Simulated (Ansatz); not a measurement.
Consider the formal exchange of groups at a Ga–N bond: `C[N](C)[Ga]([NH2])[SH]` + `C[SiH2]F` → `[NH2][Ga]([SH])[SiH2]F` + `CN(C)C`.

Calculated with Ansatz (gas phase, PBE0-D4/def2-TZVP geometries, no zero-point term in ΔE). CBS: MP2 limit from def2 TZ/QZ plus the TZ coupled-cluster correction, frozen cores. For Ga outer-core shells are correlated without core-valence functions, which leaves a few kJ/mol of doubt a bond. Scalar relativity is left out up to krypton. Each species was taken in one conformer, which may not be the lowest.

```json
{"species": "`C[N](C)[Ga]([NH2])[SH]`", "CCSD(T)/CBS(def2) energy (Eh)": "-2512.71425"}
{"species": "`C[SiH2]F`", "CCSD(T)/CBS(def2) energy (Eh)": "-430.00374"}
{"species": "`[NH2][Ga]([SH])[SiH2]F`", "CCSD(T)/CBS(def2) energy (Eh)": "-2768.42574"}
{"species": "`CN(C)C`", "CCSD(T)/CBS(def2) energy (Eh)": "-174.25827"}
```

(1) Work out ΔE.

Largest T1 diagnostic among the species: 0.013.

Answers

(1) ΔE = (-2768.42574) + (-174.25827) − (-2512.71425) − (-430.00374) = 0.03398 Eh = +89.2 kJ/mol.

In def2-TZVPP, CCSD(T) changes the Hartree–Fock value by +3.3 kJ/mol (the triples alone add +0.1 kJ/mol) and MP2 by +12.9 kJ/mol. The D4 term adds +4.4 kJ/mol with B3LYP and +2.5 kJ/mol with PBE0; it sums over pairs of atoms, weighted by their polarisabilities, and B3LYP, whose exchange is more repulsive, gets the larger term.

B3LYP here is the variant with VWN-RPA as its local correlation; programs differ in this.
